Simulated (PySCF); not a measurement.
## LDA on Mn (manganese, neutral)

Configuration: [Ar] 3d5 4s2, high-spin 6S determinant. Calculation: PySCF 2.14, in cc-pVDZ; no relativity, point nucleus.

```
Total energy                                     : -1148.619 hartree
One-electron energy                              : -1584.578 hartree
Hartree (Coulomb) energy                         : 485.614 hartree
Exchange-correlation energy                      : -49.655 hartree
Kinetic energy                                   : 1148.92724 hartree
⟨S²⟩                                             : 8.7607
⟨L²⟩                                             : 0.000
Sum of ⟨r⟩                                       : 21.59 bohr
Sum of ⟨r²⟩                                      : 40.77 bohr²
Density at the nucleus (Gaussians lack the cusp) : 10500 bohr⁻³
Spin density at the nucleus                      : 1.34 bohr⁻³
Langevin diamagnetic susceptibility              : -32.3 ×10⁻⁶ cm³/mol
Time after the integrals                         : 0.35 s of wall time on 1 thread of AMD EPYC 7B13 (shared host)
```

```json
{"shell": "1s α", "electrons": "1", "mean orbital energy (hartree)": "-233.66801", "rms radius, mean of both spins (bohr)": "0.0713"}
{"shell": "1s β", "electrons": "1", "mean orbital energy (hartree)": "-233.66587", "rms radius, mean of both spins (bohr)": "0.0713"}
{"shell": "2s α", "electrons": "1", "mean orbital energy (hartree)": "-26.88756", "rms radius, mean of both spins (bohr)": "0.307"}
{"shell": "2s β", "electrons": "1", "mean orbital energy (hartree)": "-26.80611", "rms radius, mean of both spins (bohr)": "0.307"}
{"shell": "2p α", "electrons": "3", "mean orbital energy (hartree)": "-23.08115", "rms radius, mean of both spins (bohr)": "0.275"}
{"shell": "2p β", "electrons": "3", "mean orbital energy (hartree)": "-23.01812", "rms radius, mean of both spins (bohr)": "0.275"}
{"shell": "3s α", "electrons": "1", "mean orbital energy (hartree)": "-3.13169", "rms radius, mean of both spins (bohr)": "0.927"}
{"shell": "3s β", "electrons": "1", "mean orbital energy (hartree)": "-2.94798", "rms radius, mean of both spins (bohr)": "0.927"}
{"shell": "3p α", "electrons": "3", "mean orbital energy (hartree)": "-2.04437", "rms radius, mean of both spins (bohr)": "0.993"}
{"shell": "3p β", "electrons": "3", "mean orbital energy (hartree)": "-1.86485", "rms radius, mean of both spins (bohr)": "0.993"}
{"shell": "3d α", "electrons": "5", "mean orbital energy (hartree)": "-0.31436", "rms radius, mean of both spins (bohr)": "1.36"}
{"shell": "4s α", "electrons": "1", "mean orbital energy (hartree)": "-0.20470", "rms radius, mean of both spins (bohr)": "3.41"}
{"shell": "4s β", "electrons": "1", "mean orbital energy (hartree)": "-0.16863", "rms radius, mean of both spins (bohr)": "3.41"}
```
